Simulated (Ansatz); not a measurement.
Cr₃N₃, relaxed as a doublet with UKS r2SCAN-D4/def2-SVP in Ansatz, starting from the GFN2-xTB geometry. Force threshold 0.02 eV/Å.

The charge 0 doublet is spin-contaminated (final ⟨S²⟩ up to 6.64, 0.75 for a pure state). Another isomer (doublet) lies 0.33 eV lower at PBE0-D4/def2-TZVP; other spin states weren't run for this one.

Start:

```xyz
6

Cr   -2.2058    0.5659    1.0858
Cr    1.3529   -0.0575    0.5858
Cr    0.2946   -0.3863   -1.3932
N     2.0075   -0.5744   -0.9793
N    -1.0287    0.1321   -0.2171
N    -0.4204    0.3202    0.9180
```

```
        step  energy (eV)  largest force component (eV/Å)  SCF passes
           1  -89713.1304                           3.763         113
           2  -89713.9036                           3.287          60
           3  -89714.8456                           1.925          60
4 (rejected)  -89714.7951                           1.717          43
           5  -89715.1369                           0.659          40
           6  -89715.1934                           0.412          40
           7  -89715.2110                           0.232          33
           8  -89715.2215                           0.215          35
           9  -89715.2303                           0.262          35
          10  -89715.2334                           0.249          34
          11  -89715.2339                           0.488          36
          12  -89715.2400                           0.225          38
          13  -89715.2449                           0.058          33
          14  -89715.2453                           0.037          33
          15  -89715.2453                           0.013          34
```

Force components are those of the run's own axes.

End:

| atom | x (Å) | y (Å) | z (Å) |
| --- | --- | --- | --- |
| Cr1 | -2.725 | 0.557 | 0.688 |
| Cr2 | 1.747 | -0.089 | 0.660 |
| Cr3 | 0.070 | -0.387 | -1.444 |
| N4 | 1.767 | -0.529 | -1.014 |
| N5 | -0.900 | 0.183 | 0.116 |
| N6 | 0.040 | 0.265 | 0.994 |

Bonds lost: Cr1–N6 (atoms count from 1).

No frequencies were taken in this run, so the end may be a saddle point.

Hardware: 4 threads of INTEL XEON PLATINUM 8581C on a shared host. Wall time 61 s.
